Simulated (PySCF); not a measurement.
From one molecule to another.

First species: C₄H₁₂OSi.
SMILES: `[SiH3]OCC(C)C`

Second species: C7H6FO2P.
InChI=1S/C7H6FO2P/c1-5-7(8)11(5,9)6-3-2-4-10-6/h2-4H,1H3/t11-/m0/s1

Levels: PBE0/pcSseg-1 for dipole moment, HOMO energy, LUMO energy and HOMO–LUMO gap; GFN2-xTB for rotational constant A and rotational constant C. Geometries: GFN2-xTB. Each species is one conformer at its optimised geometry, gas phase, non-relativistic unless stated. Electronic properties by PySCF.

Dipoles, sizes and rotational constants follow the conformer. The torsions of the flexible species, by atom-mapped SMILES:
- `[CH3:1][CH:2]([CH3:3])[CH2:4][O:5][SiH3:6]`: C1–C2–C4–O5 -173°, C2–C4–O5–Si6 -179°
- `[CH3:1][C:2]1=[C:3]([F:4])[P@@:5]1(=[O:6])[c:7]1[cH:8][cH:9][cH:10][o:11]1`: C3–P5–C7–C8 -152°

Q: Which has the higher rotational constant A?

A: The first: 7.015 GHz against 1.599 GHz, a difference of 5.416 GHz.

Q: Which of the two has the higher dipole moment, and by how much?

A: The second: 4.29 D against 0.95 D, a difference of 3.34 D.

Q: Which of the two has the higher HOMO energy, and by how much?

A: The second: -7.25 eV against -8.02 eV, a difference of 0.77 eV.

Q: Which has the higher rotational constant C?

A: The first: 1.108 GHz against 0.591 GHz, a difference of 0.517 GHz.

Q: Which has the higher LUMO energy?

A: The first: 0.50 eV against -1.13 eV, a difference of 1.63 eV.

Q: Which has the higher HOMO–LUMO gap?

A: The first: 8.52 eV against 6.12 eV, a difference of 2.40 eV.

On the first: A dipole of 0.95 D is allowed in C1, and pure rotational transitions are dipole-allowed. The dipole matches unit charges of opposite sign 0.20 Å apart (1 e·Å = 4.8032 D).

On the second: A dipole of 4.29 D is allowed in C1, and pure rotational transitions are dipole-allowed. In atomic units the dipole is 1.69 e·bohr (1 au = 2.5417 D).
